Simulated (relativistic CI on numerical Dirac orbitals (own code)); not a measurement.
## Sc²⁺ in a cubic cluster: 2p photoemission with charge transfer

Computed with a charge-transfer multiplet model of a cubic metal-ligand cluster with up to 2 ligand holes, Slater and spin-orbit integrals from Dirac-Coulomb-Breit ions, Slater integrals scaled by 0.7. The parameters are those of a tetrahedral site (10Dq negative, t2 hopping the larger). The ground state mixes d1 with configurations of k ligand holes L, whose averages lie at kΔ + k(k − 1)U_dd/2; a core hole lowers each added d electron by U_cd. 300 K, Lorentzian 0.6 eV and Gaussian 0.8 eV FWHM.

Atomic integrals in eV (Slater integrals scaled, ζ unscaled), ground: F2dd 4.121, F4dd 2.525, zeta_d 0.008; with the core hole: F2dd 4.121, F4dd 2.525, zeta_d 0.020, zeta_core 3.005, F2cd 3.598, G1cd 2.586, G3cd 1.465. Where a configuration has fewer than two d electrons, the dd integrals are those of d2.

Cluster parameters (eV): Δ = 5, U_dd = 4.1, U_cd = 4.8, 10Dq = -0.25, 10Dq(ligand) = 0, final-state hopping factor = 0.8.

| Case | n_d | d1 | d2L | d3L2 | S |
| --- | --- | --- | --- | --- | --- |
| V(eg) = 0.7 eV, V(t2g) = -1.19 eV | 1.27 | 0.75 | 0.23 | 0.02 | 0.50 |
| V(eg) = 1 eV, V(t2g) = -1.7 eV | 1.41 | 0.63 | 0.33 | 0.04 | 0.50 |
| V(eg) = 1.6 eV, V(t2g) = -2.72 eV | 1.61 | 0.48 | 0.43 | 0.09 | 0.50 |

Weights, n_d and S are thermal averages at 300 K. Binding energies count from the first peak over 30 % of the highest in each spectrum, which can be another peak from case to case. The parameters are a model scan and need not match a compound or its usual spin state. Peaks in eV (height, largest 100):
- V(eg) = 0.7 eV, V(t2g) = -1.19 eV: 0.0 (100), 4.8 (69), 9.4 (10)
- V(eg) = 1 eV, V(t2g) = -1.7 eV: 0.0 (100), 4.8 (48), 11.1 (7)
- V(eg) = 1.6 eV, V(t2g) = -2.72 eV: 0.0 (100), 4.5 (45), 9.8 (6)

Curve for V(eg) = 1 eV, V(t2g) = -1.7 eV (points under 2 left out, the grid thinned):

(E (eV), Intensity): (-3.2, 2.1), (-2.8, 2.7), (-2.5, 3.4), (-2.1, 4.9), (-1.8, 7.1), (-1.4, 13.3), (-1.0, 30.3), (-0.7, 54.6), (-0.3, 90.2), (0.0, 100.0), (0.4, 81.0), (0.8, 48.1), (1.1, 29.8), (1.5, 18.4), (1.8, 15.6), (2.2, 12.8), (2.5, 11.2), (2.9, 11.4), (3.3, 14.3), (3.6, 18.5), (4.0, 28.2), (4.3, 38.1), (4.7, 47.2), (5.1, 43.8), (5.4, 35.9), (5.8, 26.9), (6.1, 24.3), (6.5, 21.2), (6.9, 15.3), (7.2, 10.9), (7.6, 7.0), (7.9, 5.6), (8.3, 4.5), (8.6, 3.8), (9.0, 3.1), (9.4, 2.7), (9.7, 2.5), (10.1, 2.8), (10.4, 3.7), (10.8, 5.7), (11.2, 6.6), (11.5, 5.5), (11.9, 3.5), (12.2, 2.7), (12.6, 2.1)

For the case V(eg) = 1 eV, V(t2g) = -1.7 eV, Δ = 5 eV is larger than U_dd = 4.1 eV, the Mott-Hubbard side of the Zaanen-Sawatzky-Allen scheme. With the core hole the average of the configuration with one ligand hole lies at Δ − U_cd = 0.2 eV before mixing: the effective hopping of about 3.5 eV (from the holes of the mixed ground state) is comparable with this gap or larger, so the configurations mix strongly.
